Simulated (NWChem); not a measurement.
All runs are NWChem calculations. System: Tl, charge 0, spin multiplicity 2. Its SCF solution wasn't tested for a lower state. Level: ROCCSDT/def2-SVP with def2 effective core potentials on Tl, 4 core orbitals frozen.

The NWChem input:

```
start mol
memory heap 100 mb stack 700 mb global 1900 mb
geometry units angstroms nocenter noautoz
  Tl     0.000000     0.000000     0.000000
  symmetry group D2h
end
basis spherical
  * library def2-svp
end
ecp
  Tl library def2-ecp
end
scf
  rohf
  nopen 1
  maxiter 100
  thresh 1e-7
  semidirect memsize 60000000 filesize 0
  # guess.movecs holds the orbitals of an unrestricted PBE0 run
  vectors input guess.movecs output mol.movecs
end
tce
  freeze core 4
  ccsdt
  2eorb
  2emet 13
  thresh 1e-6
  maxiter 100
  tilesize 24
end
task tce energy
```

Output (cleaned and shortened):

```
             Northwest Computational Chemistry Package (NWChem) 7.3.0
             --------------------------------------------------------

                                NWChem Input Module
                                -------------------

 Scaling coordinates for geometry "geometry" by  1.889725989
 (inverse scale =  0.529177249)

                             Geometry "geometry" -> ""
                             -------------------------

 Output coordinates in angstroms (scale by  1.889725989 to convert to a.u.)

  No.       Tag          Charge          X              Y              Z
 ---- ---------------- ---------- -------------- -------------- --------------
    1 Tl                  81.0000     0.00000000     0.00000000     0.00000000

 Effective nuclear repulsion energy (a.u.)       0.0000000000

            Nuclear Dipole moment (a.u.)
            ----------------------------
        X                 Y               Z
 ---------------- ---------------- ----------------
     0.0000000000     0.0000000000     0.0000000000

      Symmetry information
      --------------------

 Group name             D2h
 Group number             26
 Group order               8
 No. of unique centers     1

      Symmetry unique atoms

     1


 Summary of "ao basis" -> "" (spherical)
 ------------------------------------------------------------------------------
       Tag                 Description            Shells   Functions and Types
 ---------------- ------------------------------  ------  ---------------------
 *                          def2-svp                  on all atoms

 Summary of "ao basis" -> "ao basis" (spherical)
 ------------------------------------------------------------------------------
       Tag                 Description            Shells   Functions and Types
 ---------------- ------------------------------  ------  ---------------------
 Tl                         def2-svp                10       26   4s4p2d

                                 NWChem SCF Module
                                 -----------------

  ao basis        = "ao basis"
  functions       =    26
  atoms           =     1
  closed shells   =    10
  open shells     =     1
  charge          =   0.00
  wavefunction    = ROHF
  use symmetry    = T
  symmetry adapt  = T

 Summary of "ao basis" -> "ao basis" (spherical)
 ------------------------------------------------------------------------------
       Tag                 Description            Shells   Functions and Types
 ---------------- ------------------------------  ------  ---------------------
 Tl                         def2-svp                10       26   4s4p2d

      Symmetry analysis of basis
      --------------------------

        ag          8
        au          0
        b1g         2
        b1u         4
        b2g         2
        b2u         4
        b3g         2
        b3u         4

 Forming initial guess at       0.0s

      Symmetry analysis of molecular orbitals - initial
      -------------------------------------------------

  Numbering of irreducible representations:

     1 ag          2 au          3 b1g         4 b1u         5 b2g
     6 b2u         7 b3g         8 b3u

  Orbital symmetries:

     1 ag          2 b1u         3 b2u         4 b3u         5 ag
     6 b3g         7 b1g         8 b2g         9 ag         10 ag
    11 b3u        12 b2u        13 b1u        14 ag         15 b3u
    16 b1u        17 b2u        18 b1g        19 b2g        20 ag
    21 b3g

 Starting SCF solution at       0.0s

 ----------------------------------------------
         Quadratically convergent ROHF

 Convergence threshold     :          1.000E-07
 Maximum no. of iterations :          100
 Final Fock-matrix accuracy:          1.000E-09
 ----------------------------------------------

              iter       energy          gnorm     gmax       time
             ----- ------------------- --------- --------- --------
                 1     -171.5045716554  2.84D-01  1.17D-01      0.1
                 2     -171.5106521659  6.27D-02  3.57D-02      0.1
                 3     -171.5111130016  1.71D-03  6.75D-04      0.1
                 4     -171.5111134195  1.92D-06  8.26D-07      0.1
                 5     -171.5111134195  3.49D-09  1.30D-09      0.1

       Final ROHF results
       ------------------

         Total SCF energy =   -171.511113419500
      One-electron energy =   -301.437654564802
      Two-electron energy =    129.926541145301
 Nuclear repulsion energy =      0.000000000000

        Time for solution =      0.1s

       Symmetry analysis of molecular orbitals - final
       -----------------------------------------------

  Numbering of irreducible representations:

     1 ag          2 au          3 b1g         4 b1u         5 b2g
     6 b2u         7 b3g         8 b3u

  Orbital symmetries:

     1 ag          2 b1u         3 b2u         4 b3u         5 b3g
     6 ag          7 b2g         8 b1g         9 ag         10 ag
    11 b3u        12 b1u        13 b2u        14 ag         15 b3u
    16 b2u        17 b1u        18 b3g        19 ag         20 b1g
    21 b2g

             Final eigenvalues
             -----------------

              1
    1   -5.6434
    2   -3.4709
    3   -3.4709
    4   -3.4620
    5   -0.8477
    6   -0.8477
    7   -0.8375
    8   -0.8375
    9   -0.8341
   10   -0.4472
   11   -0.0579
   12    0.0269
   13    0.0269
   14    0.2759
   15    0.3075
   16    0.3084
   17    0.3084
   18    0.4656
   19    0.4656
   20    0.4715
   21    0.4715

                       ROHF Final Molecular Orbital Analysis
                       -------------------------------------

 Vector    9  Occ=2.000000D+00  E=-8.341445D-01  Symmetry=ag
              MO Center= -3.5D-17,  7.5D-18,  5.3D-18, r^2= 6.3D-01
   Bfn.  Coefficient  Atom+Function         Bfn.  Coefficient  Atom+Function
  ----- ------------  ---------------      ----- ------------  ---------------
    21      0.839924  1 Tl d  2              19     -0.484930  1 Tl d  0

 Vector   10  Occ=2.000000D+00  E=-4.472024D-01  Symmetry=ag
              MO Center=  4.1D-32,  7.7D-24, -6.2D-19, r^2= 2.1D+00
   Bfn.  Coefficient  Atom+Function         Bfn.  Coefficient  Atom+Function
  ----- ------------  ---------------      ----- ------------  ---------------
     3      0.767142  1 Tl s                  1     -0.567519  1 Tl s
     4      0.444513  1 Tl s

 Vector   11  Occ=1.000000D+00  E=-5.794782D-02  Symmetry=b3u
              MO Center=  1.8D-17,  5.2D-18,  5.5D-18, r^2= 4.7D+00
   Bfn.  Coefficient  Atom+Function         Bfn.  Coefficient  Atom+Function
  ----- ------------  ---------------      ----- ------------  ---------------
    14      0.638307  1 Tl px                11      0.504047  1 Tl px
     5     -0.161789  1 Tl px                 8     -0.162447  1 Tl px

 Vector   12  Occ=0.000000D+00  E= 2.690936D-02  Symmetry=b1u
              MO Center=  1.1D-28,  8.9D-22, -3.7D-18, r^2= 5.9D+00
   Bfn.  Coefficient  Atom+Function         Bfn.  Coefficient  Atom+Function
  ----- ------------  ---------------      ----- ------------  ---------------
    16      0.812553  1 Tl pz                13      0.287744  1 Tl pz

 Vector   13  Occ=0.000000D+00  E= 2.690936D-02  Symmetry=b2u
              MO Center=  2.7D-34,  6.1D-19,  1.4D-23, r^2= 5.9D+00
   Bfn.  Coefficient  Atom+Function         Bfn.  Coefficient  Atom+Function
  ----- ------------  ---------------      ----- ------------  ---------------
    15      0.812553  1 Tl py                12      0.287744  1 Tl py

 Vector   14  Occ=0.000000D+00  E= 2.759255D-01  Symmetry=ag
              MO Center= -5.3D-30,  3.8D-24,  1.0D-17, r^2= 5.2D+00
   Bfn.  Coefficient  Atom+Function         Bfn.  Coefficient  Atom+Function
  ----- ------------  ---------------      ----- ------------  ---------------
     3      2.182627  1 Tl s                  4     -1.925730  1 Tl s
     1     -0.548126  1 Tl s                  2     -0.156348  1 Tl s

 center of mass
 --------------
 x =   0.00000000 y =   0.00000000 z =   0.00000000

 moments of inertia (a.u.)
 ------------------
           0.000000000000           0.000000000000           0.000000000000
           0.000000000000           0.000000000000           0.000000000000
           0.000000000000           0.000000000000           0.000000000000

  Mulliken analysis of the total density
  --------------------------------------

    Atom       Charge   Shell Charges
 -----------   ------   -------------------------------------------------------
    1 Tl  21    21.00   2.90 -0.86  1.18  0.78  3.39  2.59  0.42  0.59  9.69  0.31

 Mulliken analysis of the open-shell density
 -------------------------------------------

    Atom       Charge   Shell Charges
 -----------   ------   -------------------------------------------------------
    1 Tl  21     1.00   0.00 -0.00 -0.00  0.00 -0.01  0.02  0.40  0.59  0.00  0.00

       Multipole analysis of the density wrt the origin
       ------------------------------------------------

     L   x y z        total         open         nuclear
     -   - - -        -----         ----         -------
     0   0 0 0      0.000000     -1.000000     21.000000

     1   1 0 0      0.000000     -0.000000      0.000000
     1   0 1 0      0.000000     -0.000000      0.000000
     1   0 0 1      0.000000     -0.000000      0.000000

     2   2 0 0    -25.678003    -10.121659      0.000000
     2   1 1 0      0.000000      0.000000      0.000000
     2   1 0 1      0.000000      0.000000      0.000000
     2   0 2 0    -18.856124     -3.373886      0.000000
     2   0 1 1     -0.000000     -0.000000      0.000000
     2   0 0 2    -18.856124     -3.373886      0.000000

                   NWChem Extensible Many-Electron Theory Module
                   ---------------------------------------------


            General Information
            -------------------
      Number of processors :     1
         Wavefunction type : Restricted open-shell Hartree-Fock
          No. of electrons :    21
           Alpha electrons :    11
            Beta electrons :    10
           No. of orbitals :    52
            Alpha orbitals :    26
             Beta orbitals :    26
        Alpha frozen cores :     4
         Beta frozen cores :     4
     Alpha frozen virtuals :     0
      Beta frozen virtuals :     0
         Spin multiplicity : doublet
    Number of AO functions :    26
       Number of AO shells :    10
        Use of symmetry is : on
      Symmetry adaption is : on
         Schwarz screening : 0.10D-09

          Correlation Information
          -----------------------
          Calculation type : Coupled-cluster singles, doubles, & triples
   Perturbative correction : none
            Max iterations :      100
        Residual threshold : 0.10D-05
     T(0) DIIS level shift : 0.00D+00
     L(0) DIIS level shift : 0.00D+00
     T(1) DIIS level shift : 0.00D+00
     L(1) DIIS level shift : 0.00D+00
     T(R) DIIS level shift : 0.00D+00
     T(I) DIIS level shift : 0.00D+00
   CC-T/L Amplitude update :  5-th order DIIS
                I/O scheme : Global Array Library
        L-threshold :  0.10D-05
        EOM-threshold :  0.10D-05
 no EOMCCSD initial starts read in
 TCE RESTART OPTIONS
 SLICE:      F
 D4D5:       F
 quantumc:   F
 qrotation:  F
 pwtce:      F
 qducc:      F
 nacto:                         0
 nrotv:                         0
 nrot:                          0

            Memory Information
            ------------------
          Available GA space size is     249035448 doubles
          Available MA space size is     104851076 doubles

 Maximum block size supplied by input
 Maximum block size        24 doubles

 tile_dim =      4

 -------------------------------------------------

 Global array virtual files algorithm will be used

 Parallel file system coherency ......... OK

 4-electron integrals stored in orbital form

 v2    file size   =             6269
 4-index algorithm nr.  13 is used
 imaxsize =       30
 imaxsize ichop =        0
 IN MAPPING 1 for UCC(4),CCSDT,CCSDTQ


 CCSDT iterations
 --------------------------------------------------------
 Iter          Residuum       Correlation     Cpu    Wall
 --------------------------------------------------------
    1   0.1985853611666  -0.0545699619349     9.5     9.5
    2   0.0466608686322  -0.0636096040122     9.4     9.4
    3   0.0239815072928  -0.0680288088339     9.4     9.4
    4   0.0086682772750  -0.0689637944790     9.4     9.4
    5   0.0042684419963  -0.0695382391989     9.5     9.5
    6   0.0009372501931  -0.0698655787799     9.5     9.5
    7   0.0003198159674  -0.0698740286901     9.4     9.4
    8   0.0001244385331  -0.0698744841567     9.4     9.4
    9   0.0000539848783  -0.0698751382930     9.4     9.4
   10   0.0000234681454  -0.0698756330202     9.5     9.5
   11   0.0000054278726  -0.0698759950566     9.4     9.4
   12   0.0000017251293  -0.0698761790307     9.4     9.4
   13   0.0000006997609  -0.0698762491574     9.4     9.4
 --------------------------------------------------------
 Iterations converged
 CCSDT correlation energy / hartree =        -0.069876249157437
 CCSDT total energy / hartree       =      -171.580989668657764

 Singles contributions

 Doubles contributions

 Task  times  cpu:      123.7s     wall:      123.7s

 Total times  cpu:      123.8s     wall:      123.8s
```
